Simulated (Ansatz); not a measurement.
Coupled-cluster diagnostics for Si(NCO)H3 (CH₃NOSi), Ansatz.

Geometry of the singlet (r2SCAN-D4/def2-TZVP):

```csv
atom,x (Å),y (Å),z (Å)
Si1,-0.105,-0.757,-0.693
N2,0.106,0.483,0.458
C3,0.196,1.367,1.255
O4,0.292,2.232,2.037
H5,-1.143,-1.695,-0.209
H6,1.180,-1.472,-0.868
H7,-0.527,-0.157,-1.979
```

Correlated methods freeze 8 core orbitals. In CCSD on the charge 1 doublet the largest single amplitude is 0.17, so its Hartree–Fock determinant may place the open shell otherwise than the density functionals do.

Q: Estimate the CCSD(T) correlation energy, the shares of MP2 and (T), T1 and the reference's ⟨S²⟩ for: charge 0, singlet, own geometry in def2-TZVPP; charge 1, doublet, vertical in def2-TZVPP; and the rough time on 4 threads of Arm Neoverse V1 on a shared host.

A: 
```
                          state       basis  correlation (eV)  MP2 share (%)  (T) share (%)     T1  ⟨S²⟩ (pure)  wall time                        remarks
charge 0, singlet, own geometry  def2-TZVPP           -20.096           93.5            4.4  0.016  0.00 (0.00)       19 s                              –
    charge 1, doublet, vertical  def2-TZVPP           -19.015           88.8            4.3  0.041  0.92 (0.75)      5 min  spin-contaminated (⟨S²⟩ 0.92)
```
Customary marks for T1 are 0.02 (closed shells), 0.045 (open shells) and about 0.05 (3d metals). T1 exceeds 0.02 in 1 of 2 rows and 0.045 in 0; the higher it lies, the less the single-reference result can be trusted.
